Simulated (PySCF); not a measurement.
Input file for PySCF: R-HF/3-21G on CH4SSe (SMILES CS[SeH]), a point of a torsion scan.

```python
from pyscf import gto, scf, dft, mp
from pyscf.data.elements import chemcore

mol = gto.M(
    atom='''
    C    -0.86047616   -0.18715794    0.06759355
    S     0.02556572    1.37778957   -0.21818306
    Se    2.12931860    0.74283839   -0.00078713
    H    -0.55315011   -0.93386523   -0.65881401
    H    -1.91193761    0.04521543   -0.06290230
    H    -0.67965818   -0.53251532    1.08176280
    H     1.86401357   -0.32169577    0.96027582
    ''',
    basis='3-21g',
    charge=0, spin=0, verbose=3, max_memory=1800)
mf = scf.RHF(mol)
mf.conv_tol = 1e-8
mf.max_cycle = 100
mf.kernel()
if not mf.converged:
    mf = mf.newton().run(mf.mo_coeff, mf.mo_occ)
```

**Question.** Give the final energy of this run.

**Answer.** -2823.9861 hartree.
